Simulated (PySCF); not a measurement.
# Telling isomers of C6H6N2O apart by NMR

- coordinates at the GFN2-xTB level
- shieldings: GIAO PBE0/pcSseg-1
- program: PySCF
- isolated molecule, one conformer, no relativistic terms, averaged over atoms made equivalent by symmetry, fast rotation or ring inversion

Referencing at the same level of theory: $^{1}$H (31.72 ppm), $^{13}$C (186.93 ppm) against TMS. Where no couplings were computed, multiplicities follow the n + 1 count of equivalent neighbours, and m marks all less simple cases (inequivalent or close neighbours, rings, F or P nearby). Shifts are as computed. Against solution values, carbons near 30 ppm lie about +3 ppm off and those near 130 ppm about +5 ppm. Of 1211 compounds with measured shifts, 218 miss one by over three times the rms of a fit or turn the order of signals round; such compounds aren't used in these exercises.

(1) Tabulate the signals of `CC(=O)c1cccnn1`, `CC(=O)c1ccnnc1`, `Cc1cc(C=O)cnn1` and their relative energies.

(2) What is the quickest way to tell CC(=O)c1cccnn1 from CC(=O)c1ccnnc1?

(3) What is the quickest way to tell CC(=O)c1ccnnc1 from Cc1cc(C=O)cnn1?

(4) What is the quickest way to tell CC(=O)c1cccnn1 from Cc1cc(C=O)cnn1?

Results:

(1) 
| SMILES | carbon types | δC | δH | E rel. (kcal/mol) |
| --- | --- | --- | --- | --- |
| CC(=O)c1cccnn1 | 2×C 3×CH 1×CH3 | 205.2, 159.2, 157.0, 130.6, 129.9, 30.2 | 9.67 (d, 1H), 8.41 (d, 1H), 7.66 (m, 1H), 3.16 (s, 3H) | 0.0 |
| CC(=O)c1ccnnc1 | 2×C 3×CH 1×CH3 | 202.6, 158.0, 151.4, 132.4, 126.3, 29.1 | 10.06 (d, 1H), 9.87 (s, 1H), 8.07 (d, 1H), 2.78 (s, 3H) | 3.2 |
| Cc1cc(C=O)cnn1 | 2×C 3×CH 1×CH3 | 198.5, 165.8, 152.8, 132.0, 124.5, 25.3 | 10.40 (s, 1H), 9.54 (s, 1H), 7.87 (s, 1H), 3.17 (s, 3H) | 5.0 |

Energies are electronic energies at PBE0/pcSseg-1 on these geometries, without zero-point or thermal terms, each for the one conformer computed, which needn't be the lowest.

(2) Both give the same number of carbon signals, with the same numbers of each carbon type, so the positions decide. The first has a substituted aromatic carbon next to a ring nitrogen (C) at 159.2 ppm, the second a substituted aromatic carbon (C) at 132.4 ppm. Their most deshielded carbons lie at 205.2 and 202.6 ppm.

(3) Both give the same number of carbon signals, with the same numbers of each carbon type, so the positions decide. The first has a ketone carbonyl carbon (C) at 202.6 ppm, the second an aldehyde carbonyl carbon (CH) at 198.5 ppm.

(4) Both give the same number of carbon signals, with the same numbers of each carbon type, so the positions decide. The first has a ketone carbonyl carbon (C) at 205.2 ppm, the second an aldehyde carbonyl carbon (CH) at 198.5 ppm. In the proton spectra the most deshielded non-exchanging signals are 9.67 (d, 1H) and 10.40 (s, 1H).
